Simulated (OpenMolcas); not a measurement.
Computed levels of 3s2 3p3 in ions with 15 electrons, in cm-1 above 4S* 3/2.

| Quantity | Value |
| --- | --- |
| Program | OpenMolcas |
| Method | CASSCF |
| Basis | ANO-R3 |
| Scalar Hamiltonian | X2C, finite nucleus |
| Spin-orbit coupling | RASSI with atomic mean-field integrals over the reference wave functions, term energies averaged over their components |

Active space for each ion: 3 electrons in 3 orbitals (3p).

| Level | P | Cl2+ | Ar3+ |
| --- | --- | --- | --- |
| 2D* 3/2 | 15356 | 22731 | 25996 |
| 2D* 5/2 | 15362 | 22774 | 26087 |
| 2P* 1/2 | 25405 | 37810 | 43339 |
| 2P* 3/2 | 25413 | 37867 | 43460 |

**Question.** Estimate 2D* 3/2, 2D* 5/2 for S+ from its neighbours P and Cl2+.

**Answer.** 2D* 3/2 is another term, which grows about linearly with the charge: (15356 + 22731) / 2 = 19044. The calculation gives 19239, so the estimate is off by -1.0 %; the measured value is 14853 (NIST Handbook of Basic Atomic Spectroscopic Data).
2D* 5/2 is another term, which grows about linearly with the charge: (15362 + 22774) / 2 = 19068. The calculation gives 19257, so the estimate is off by -1.0 %; the measured value is 14885 (NIST Handbook of Basic Atomic Spectroscopic Data).

With the s shell closed, the reference lacks s² → p² mixing. Without dynamic correlation excited terms often stand tens of per cent too high (terms of higher spin than the ground term too low), and those without a measured partner can miss by more than the paired ones (holds for P; S+). Computed and measured levels are paired by configuration, term and J; levels that our copy of the source lacks, or whose pairing is in doubt (as where it misses far off the trend of its configuration), stay unpaired and out of the deviations. Only configurations of the active space appear.

* marks odd parity.
